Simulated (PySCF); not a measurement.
Computed shifts of a molecule C₂H₇AlFN, HF/pcSseg-1 in PySCF, GIAO, gas phase, atoms alike by connectivity averaged where their shifts nearly agree, in ppm (number of nuclei): ¹⁹F: -146.0 (1). ¹³C: 11.8 (1), -4.3 (1). ¹H: 1.37 (3), 1.07 (2), 0.42 (2). ¹⁵N: 12.0 (1). References: ¹⁹F against CFCl3 (σ = 238.5 ppm); ¹³C against TMS (σ = 192.6 ppm); ¹H against TMS (σ = 31.99 ppm); ¹⁵N against NH3 (σ = 267.3 ppm), references at their B3LYP-D3(BJ)/def2-TZVP geometries, non-relativistic. Coordinates come from a B3LYP-D3(BJ)/def2-SVP optimisation. Other conformers were not sampled.

Task: Which structure fits?
A) C[N](C)[AlH][F]
B) C[NH][Al]([CH3])[F]
C) C[CH2][Al]([NH2])[F]

Result: C, C[CH2][Al]([NH2])[F]
